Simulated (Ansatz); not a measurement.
Gas-phase reaction in SMILES: OB(Br)Br [dibromoborinic acid] → [O]B(Br)Br + H atom (the H-O bond at the site shown breaks; other sites are not compared here)
Geometries: B3LYP-D3(BJ)/def2-TZVP minima from Ansatz (a quantum-chemistry and plane-wave program), one conformer each, not searched for the lowest.

Property: bond dissociation energy (electronic energy difference), in kJ/mol. Cores are frozen in the correlated levels unless marked. UHF or UKS for open shells. Spin-orbit coupling is left out. Frozen are the shells of the preceding noble gas and the d and f shells that filled before the atom's block. No relativistic terms. CBS marks a two-point X^-3 extrapolation of the correlation energy; Hartree-Fock from the larger set (for Q and 5 zeta extrapolated as (X+1)exp(-9√X)). [CCSD(T)-MP2]/basis is that difference in the basis named.

```csv
level,program,bond dissociation energy (kJ/mol)
HF/cc-pVDZ,Ansatz,357.5
RPA@PBE/cc-pVQZ,Ansatz,474.7
SCS-MP2/aug-cc-pVTZ,Ansatz,519.5
CCSD/cc-pVDZ,Ansatz,463.6
CCSD(T)/cc-pVDZ,Ansatz,463.8
"RI-MP2/CBS(cc-pVTZ,cc-pVQZ)+[CCSD(T)-MP2]/cc-pVDZ",Ansatz,505.9
"CCSD(T)/CBS(cc-pVQZ,cc-pV5Z)",Ansatz,501.9
```
